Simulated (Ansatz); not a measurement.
`C[O][Sc]([OH])[OH]` + `O[SiH2]S` → `CO[SiH2]S` + `[OH][Sc]([OH])[OH]`  (substitution at a C–O bond)

Isolated molecules relaxed with PBE0-D4/def2-TZVP in Ansatz; ΔE leaves out vibrations. CCSD(T)/CBS adds triple-zeta CCSD(T) − MP2 to the extrapolated MP2 energy (def2 sets, frozen cores). This one scheme is used for every species. Functionals use def2-TZVPP. B3LYP here is the variant with VWN-RPA as its local correlation; programs differ in this. For Sc outer-core shells are correlated without core-valence functions, which leaves a few kJ/mol of doubt a bond. Scalar relativity is left out up to krypton. Each species was taken in one conformer, which may not be the lowest.

Problem. Is it downhill or uphill in electronic energy at CCSD(T)/CBS, and by how much? (Best estimate.)

Solution. Computed: Uphill: ΔE = +12.1 kJ/mol.

Problem. What do these levels give: BLYP-D4, r2SCAN-D4, PBE0-D4, B2PLYP, PBE, revPBE, r2SCAN, B3LYP, r2SCANh, CCSD/def2-SVP, SCS-MP2/def2-QZVPP, HF/CBS(def2)? (Estimate.)

Solution. Ansatz gave: BLYP-D4 12.7, r2SCAN-D4 13.6, PBE0-D4 12.9, B2PLYP 13.2, PBE 15.8, revPBE 16.2, r2SCAN 14.0, B3LYP 14.2, r2SCANh 13.5, CCSD/def2-SVP 20.2, SCS-MP2/def2-QZVPP 11.5, HF/CBS(def2) 10.6 kJ/mol.

Problem. What do rigid-rotor, harmonic-oscillator terms from PBE0-D4/def2-TZVP frequencies (298.15 K, 1 bar) make of the CCSD(T)/CBS value? (Best estimate.)

Solution. The calculation gave: ΔZPE = -1.7 kJ/mol, ΔH = +10.8 kJ/mol, ΔS = -20 J/(mol·K), ΔG = +16.6 kJ/mol. Modes under 50 cm⁻¹ make the entropy rough.

Largest T1 diagnostic among the species: 0.016.

At CCSD(T), def2-SVP lies +8.9 kJ/mol from the extrapolated value and def2-TZVPP −0.2 kJ/mol. Leaving LDA and LC-ωPBE aside and taking each functional with its dispersion term where it has one, the values, not all of them listed here, spread over 4.7 kJ/mol, from ωB97M-V to PBE-D4.
